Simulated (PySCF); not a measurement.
S8, SMILES S1SSSSSSS1.

Geometry optimised at B3LYP-D3(BJ)/def2-SVP.

The numbers are results of PBE/def2-TZVP (PySCF), not measurements.

Symmetry labels are those of the subgroup Cs that the program uses (full group Cs).

Task: List the valence orbital energies around the gap with their symmetry. (The exact figures need the calculation; the answer reports its results.)

Result: 
| orbital | symmetry | energy (eV) |
|---|---|---|
| HOMO−7 | A' | -7.80 |
| HOMO−6 | A" | -7.77 |
| HOMO−5 | A' | -7.16 |
| HOMO−4 | A" | -6.97 |
| HOMO−3 | A' | -6.88 |
| HOMO−2 | A' | -6.51 |
| HOMO−1 | A' | -6.40 |
| HOMO | A" | -5.54 |
| LUMO | A" | -3.27 |
| LUMO+1 | A' | -3.16 |
| LUMO+2 | A" | -2.94 |
| LUMO+3 | A' | -2.65 |
